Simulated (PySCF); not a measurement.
Start geometry of `BN(B)BSC` from a GFN2-xTB structure with every atom displaced at random (by about 0.01 Å) (Å):
```
atom  x, y, z in Å
B1    -2.3688   -0.1446   -0.5472
N2    -1.2776    0.0525    0.3216
B3    -1.5049    0.3615    1.6979
B4     0.0961   -0.0825   -0.2186
S5     1.5191    0.1942    0.7413
C6     2.8416   -0.1071   -0.4781
H7    -3.4632    0.0232   -0.1403
H8    -2.1898   -0.3991   -1.6764
H9    -0.5649    0.4727    2.4402
H10   -2.5771    0.4999    2.1143
H11    0.2047   -0.3944   -1.3257
H12    3.7964    0.0176    0.0469
H13    2.7361    0.6135   -1.2969
H14    2.7451   -1.1223   -0.8467
```

Task: What comes out of this run: PBE0-D3(BJ)/def2-SVP geometry optimisation, gas phase (PySCF 2.14.0)?

Result: 
```
atom  x, y, z in Å
B1    -2.4620   -0.0054   -0.8733
N2    -1.3210    0.1677   -0.0151
B3    -1.5267    0.5278    1.3630
B4     0.0128   -0.0287   -0.5706
S5     1.4867    0.2029    0.4097
C6     2.7956   -0.1722   -0.7941
H7    -3.5671    0.1541   -0.4161
H8    -2.2999   -0.3053   -2.0318
H9    -0.5759    0.6831    2.0906
H10   -2.6515    0.6683    1.7756
H11    0.1342   -0.3557   -1.7260
H12    3.7526   -0.0980   -0.2612
H13    2.7888    0.5519   -1.6187
H14    2.6848   -1.1898   -1.1901
```

The energy falls by 0.160 eV over 6 energy and gradient evaluations, the largest force component goes from 0.0302 to 3.6e-04 Eh/bohr, and the atoms move by 0.056 Å rms after alignment. The bond that changes most is B4–H11 (three-coordinate boron to B–H hydrogen), which lengthens by 0.052 Å. Bonds longer at the end by more than 0.005 Å: 8 of 13; shorter: 2. Among the angles that change most is H12–C6–H13, from 111.5° to 109.0°. Rotational constants go from 7372, 1527, 1276 to 7282, 1506, 1258 MHz. The orientation of the end geometry is arbitrary; only internal coordinates are fixed.

The run used 128 basis functions and 38 SCF cycles in all. Time: 35 s; peak memory 0.49 GiB. Hardware: Arm Neoverse V2, one thread, no GPU (shared host).

Whether it is a minimum is left open (no frequencies). The numbers are those of one conformer.
